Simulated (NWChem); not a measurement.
System: 1,3-disilacyclobutane (C$_{2}$H$_{8}$Si$_{2}$); SMILES C1[SiH2]C[SiH2]1

Parts of the log:

```
             Northwest Computational Chemistry Package (NWChem) 7.3.0
             --------------------------------------------------------

                             Geometry "geometry" -> ""
                             -------------------------

 Output coordinates in angstroms (scale by  1.889725989 to convert to a.u.)

  No.       Tag          Charge          X              Y              Z
 ---- ---------------- ---------- -------------- -------------- --------------
    1 C                    6.0000     1.35888400     0.00000000     0.15587200
    2 Si                  14.0000     0.00000000     1.31515800    -0.07899200
    3 C                    6.0000    -1.35888300     0.00000000     0.15587900
    4 Si                  14.0000     0.00000000    -1.31515800    -0.07899200
    5 H                    1.0000     1.74551400     0.00000000     1.18887800
    6 H                    1.0000     2.21493300     0.00000000    -0.53352400
    7 H                    1.0000     0.00000300     2.44615800     0.90195700
    8 H                    1.0000    -0.00000500     1.88166900    -1.46354200
    9 H                    1.0000    -1.74551300     0.00000000     1.18888500
   10 H                    1.0000    -2.21493200     0.00000000    -0.53351800
   11 H                    1.0000     0.00000300    -2.44615800     0.90195700
   12 H                    1.0000    -0.00000500    -1.88166900    -1.46354200

 Effective nuclear repulsion energy (a.u.)     219.3278188609

                              NWChem Property Module
                              ----------------------

                                 NWChem DFT Module
                                 -----------------

 Summary of "ao basis" -> "ao basis" (spherical)
 ------------------------------------------------------------------------------
       Tag                 Description            Shells   Functions and Types
 ---------------- ------------------------------  ------  ---------------------
 C                          6-31+g*                  8       18   4s3p1d
 Si                         6-31+g*                 10       22   5s4p1d
 H                          6-31+g*                  2        2   2s

            General Information
            -------------------
          SCF calculation type: DFT
          Wavefunction type:  closed shell.
          No. of atoms     :    12
          No. of electrons :    48
           Alpha electrons :    24
            Beta electrons :    24
          Charge           :     0
          Spin multiplicity:     1
          Use of symmetry is: off; symmetry adaption is: off
          Maximum number of iterations: 150
          AO basis - number of functions:    96
                     number of shells:    52
          Convergence on energy requested:  1.00D-06
          Convergence on density requested:  1.00D-05
          Convergence on gradient requested:  5.00D-04

              XC Information
              --------------
                         PBE0 Method XC Functional
                     Hartree-Fock (Exact) Exchange  0.250
          PerdewBurkeErnzerhof Exchange Functional  0.750
            Perdew 1991 LDA Correlation Functional  1.000 local
           PerdewBurkeErnz. Correlation Functional  1.000 non-local

             Grid Information
             ----------------
          Grid used for XC integration:  medium
          Radial quadrature: Mura-Knowles
          Angular quadrature: Lebedev.
          Tag              B.-S. Rad. Rad. Pts. Rad. Cut. Ang. Pts.
          ---              ---------- --------- --------- ---------
          C                   0.70       49          12.0       434
          Si                  1.10       88          13.0       590
          H                   0.35       45          12.0       434
          Grid pruning is: on
          Number of quadrature shells:   634
          Spatial weights used:  Erf1

      Superposition of Atomic Density Guess
      -------------------------------------

 Sum of atomic energies:        -656.94840001

      Non-variational initial energy
      ------------------------------

 Total energy =    -659.194141
 1-e energy   =   -1341.884135
 2-e energy   =     463.362176
 HOMO         =      -0.318646
 LUMO         =       0.008875

   convergence    iter        energy       DeltaE   RMS-Dens  Diis-err
 ---------------- ----- ----------------- --------- --------- ---------
 d= 0,ls=0.0,diis     1   -659.5912796738 -8.79D+02  7.87D-03  2.88D-01
 d= 0,ls=0.0,diis     2   -659.6113188371 -2.00D-02  4.13D-03  1.16D-01
 d= 0,ls=0.0,diis     3   -659.6242596610 -1.29D-02  1.73D-03  2.73D-02
 d= 0,ls=0.0,diis     4   -659.6280136315 -3.75D-03  2.55D-04  2.78D-04
 d= 0,ls=0.0,diis     5   -659.6280613777 -4.77D-05  4.37D-05  9.35D-06
  Resetting Diis
 d= 0,ls=0.0,diis     6   -659.6280628082 -1.43D-06  5.97D-06  2.85D-07
 d= 0,ls=0.0,diis     7   -659.6280628491 -4.10D-08  1.76D-06  3.58D-09

         Total DFT energy =     -659.628062849125
      One electron energy =    -1346.414330398172
           Coulomb energy =      522.816975589172
    Exchange-Corr. energy =      -55.358526901046
 Nuclear repulsion energy =      219.327818860921

 Numeric. integr. density =       47.999979022529

[...]

 DFT Linear Response polarizability / au
 Frequency  =       0.0000000 / au
              X              Y              Z
 -----------------------------------------------
 X      65.3324336      0.0000001      0.0000030
 Y       0.0000001     84.7678219      0.0000000
 Z       0.0000030      0.0000000     62.8735024
 -----------------------------------------------
 Eigenvalues =      65.3324336     84.7678219     62.8735024
 Isotropic   =      70.9912526
 Anisotropic =      20.7742856
 -----------------------------------------------

 Magnetic Dipole Response Matrix (nonzero elements):

 Exiting AOResponse driver routine
```

Level: PBE0/6-31+G* (spherical d). The geometry was optimised at PBE0/def2-SVP.

Task: Which NWChem input produces such a log?

Result: Several could match; the one computed here: the input that was run:
```
start job
memory heap 200 mb stack 900 mb global 1100 mb
geometry units angstroms noautosym nocenter noautoz
  C      1.358884     0.000000     0.155872
  Si    -0.000000     1.315158    -0.078992
  C     -1.358883    -0.000000     0.155879
  Si    -0.000000    -1.315158    -0.078992
  H      1.745514     0.000000     1.188878
  H      2.214933    -0.000000    -0.533524
  H      0.000003     2.446158     0.901957
  H     -0.000005     1.881669    -1.463542
  H     -1.745513     0.000000     1.188885
  H     -2.214932    -0.000000    -0.533518
  H      0.000003    -2.446158     0.901957
  H     -0.000005    -1.881669    -1.463542
end
basis spherical
  * library 6-31+g*
end
dft
  xc pbe0
  iterations 150
end
property
  response 1 0.0
end
task dft property
```
